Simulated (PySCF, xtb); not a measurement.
TeBr₂, SMILES Br[Te]Br.

Harmonic wavenumbers (cm⁻¹) from xtb with GFN2-xTB at its own minimum, in rising order: 79, 247, 268.

Problem. What does PySCF 2.14.0 with B3LYP-D3(BJ)/def2-SVP give at its own minimum? (Estimate from the structure and the level; the computed values follow.)

Solution. 78, 246, 250. Paired by order, the mean absolute difference is 7 cm⁻¹ and the zero-point energies are 0.9 and 0.8 kcal/mol.
